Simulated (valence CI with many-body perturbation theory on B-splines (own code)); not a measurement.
## Forbidden lines of Pb XVIII

Calculated by relativistic CI+MBPT: five valence electrons over a frozen Dirac-Fock core [Kr] 4d10 4f14, a basis of 9 s, 9 p, 8 d, 6 f, 3 g, 1 h functions for each j, with the one-electron correlation potential Σ1 (screened to all orders), the two-electron term Σ2, the three-electron term Σ3, Breit, model QED; selected single and double excitations, second order for the rest (own B-spline code, finite nucleus).

No measured spectrum was set against this ion. As an estimate, levels hold to about 250 cm⁻¹ or 0.2 % of their energy and the worst to 1 %, as in measured heavy ions of charge 2 to 7. The list stops below the first excitations out of the core. Only levels of the ground parity were solved; by the run's estimate the other parity begins above the list, which can be wrong where configurations are misplaced.

Lines 1 to 6 of 6 in falling wavelength, among levels below 425070 cm⁻¹, chosen from the decays that carry over 1 % of a level's rate. Wavelengths and rates use the calculated energies, so an error of 500 cm⁻¹ moves a line at 477.0 Å by 0.24 % and its rate by three times that or more. Electric multipoles are in the length gauge, E1 and E2 with the static RPA response of the core. S is in atomic units (e²a₀⁴ for E2 and M2, e²a₀⁶ for E3), for M1 in squared Bohr magnetons. Weak lines are less certain than strong ones. Lines between different terms over intervals too small for the method are left out, as are lines whose strength nearly cancels.

Levels are named by their leading jj configuration (3d3/2^4 stands for four electrons in 3d with j = 3/2), which in mixed levels can hold well under half, so a name can repeat and another be missing.

```
λ vac (Å)                       Upper                       Lower  Type   A (s⁻¹)  S (a.u.)
    477.0  (5s^2 5p1/2 5p3/2^2) J=3/2  (5s^2 5p1/2^2 5p3/2) J=3/2    M1  1.82e+05  2.92e+00
    477.0  (5s^2 5p1/2 5p3/2^2) J=3/2  (5s^2 5p1/2^2 5p3/2) J=3/2    E2  2.39e+03  2.11e-01
    434.3  (5s^2 5p1/2 5p3/2^2) J=5/2  (5s^2 5p1/2^2 5p3/2) J=3/2    M1  3.28e+04  5.98e-01
    434.3  (5s^2 5p1/2 5p3/2^2) J=5/2  (5s^2 5p1/2^2 5p3/2) J=3/2    E2  1.08e+04  8.97e-01
    390.0  (5s^2 5p1/2 5p3/2^2) J=1/2  (5s^2 5p1/2^2 5p3/2) J=3/2    M1  1.33e+05  5.85e-01
    390.0  (5s^2 5p1/2 5p3/2^2) J=1/2  (5s^2 5p1/2^2 5p3/2) J=3/2    E2  1.29e+04  2.07e-01
```
